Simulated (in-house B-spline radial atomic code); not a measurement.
Values are calculated unless marked as measured or tabulated.
## Making a Troullier-Martins p channel for Mg, r_c = 0.54 bohr

Mg, [Ne] 3s2, non-relativistic PBE, spherical and spin-unpolarised, from a B-spline radial code for spherical atoms (atomic units). The all-electron 2p level is ε = -1.714563 hartree and its outer maximum at 0.48 bohr.

Inside r_c the pseudo-orbital is u(r) = r^2 exp(p(r)), with p = c0 + c2 r² + c4 r⁴ + … + c12 r¹². The seven coefficients follow from p and its first four derivatives at r_c, from zero curvature of the screened potential at the origin, c4 = −c2²/(2l + 5), and from the norm inside r_c. At r_c the all-electron orbital has P = 1.139177, P' = -0.3892831, the screened potential V = -7.500016, V' = 25.78133, V'' = -124.9007, and the norm inside is Q = 0.4031143.

Problem. What are p, p' and p'' at r_c?

Solution. p = ln(P/r_c^2) = ln(1.139177/0.2916) = 1.36268. p' = P'/P − 2/r_c = -0.34172 − 3.70370 = -4.04543. The radial equation gives p'' = 2(V − ε) − 2(2) p'/r_c − p'² = -11.57091 − (-29.96613) − 16.36548 = 2.02974. Differentiating, p''' = 2V' + 2(2)p'/r_c² − 2(2)p''/r_c − 2p'p'' = -2.5429, and p'''' = 2V'' − 4(2)p'/r_c³ + 4(2)p''/r_c² − 2(2)p'''/r_c − 2p''² − 2p'p''' = 1.4355.

For a trial c2 the five matching conditions are linear in c0, c6, c8, c10 and c12, and c2 is varied until the norm inside r_c equals Q. The root nearest zero gives:

```csv
n,c_n
0,3.21142
2,-8.97591
4,-11.50956
6,226.1068
8,-926.1028
10,1695.309
12,-1199.371
```

Problem. Check c4 and p(r_c), and find the screened pseudopotential at the origin.

Solution. −c2²/7 = -11.5096, as listed. The terms c_n r_c^n are 3.21142, -2.61738, -0.97866, 5.60630, -6.69590, 3.57426, -0.73736, which sum to 1.36268. Inverting the radial equation, V_l(r) = ε + 2 p'/r + (p'' + p'²)/2, so V_l(0) = ε + (2l + 3) c2 = -1.714563 + 5 × (-8.97591) = -46.5941 hartree, finite where the all-electron potential diverges.

Orbitals and screened potentials:

| r (bohr) | P | u | V all-electron | V pseudo |
| --- | --- | --- | --- | --- |
| 0.054 | 0.1127 | 0.07048 | -193.3 | -46.54 |
| 0.135 | 0.4524 | 0.383 | -63.56 | -44.66 |
| 0.216 | 0.7668 | 0.757 | -33.25 | -37.05 |
| 0.297 | 0.9847 | 1.01 | -20.62 | -24.46 |
| 0.378 | 1.106 | 1.119 | -14.06 | -13.65 |
| 0.459 | 1.15 | 1.151 | -10.08 | -9.232 |
| 0.54 | 1.139 | 1.139 | -7.5 | -7.5 |

Logarithmic derivatives P'/P at R = 0.84 bohr, for energies E around ε:

```json
{"E − ε (hartree)": "-0.5", "all-electron": "-0.371259", "pseudo": "-0.371019"}
{"E − ε (hartree)": "-0.25", "all-electron": "-0.738708", "pseudo": "-0.738632"}
{"E − ε (hartree)": "-0.1", "all-electron": "-0.985655", "pseudo": "-0.985638"}
{"E − ε (hartree)": "0", "all-electron": "-1.16332", "pseudo": "-1.16332"}
{"E − ε (hartree)": "0.1", "all-electron": "-1.3528", "pseudo": "-1.35278"}
{"E − ε (hartree)": "0.25", "all-electron": "-1.66227", "pseudo": "-1.66215"}
{"E − ε (hartree)": "0.5", "all-electron": "-2.2604", "pseudo": "-2.25982"}
```

Problem. With P(R) = 0.887537 and a norm of 0.7221751 inside R, what slope in energy does norm conservation fix?

Solution. d(P'/P)/dE = −2 × (norm inside R)/P(R)² = -1.8336 per hartree·bohr at E = ε, for both atoms, since orbital and norm agree at R. Differences over ±0.1 hartree give -1.8357 (all-electron) and -1.8357 (pseudo), which also hold third-order terms. Half a hartree below ε the two curves differ by +0.0002.
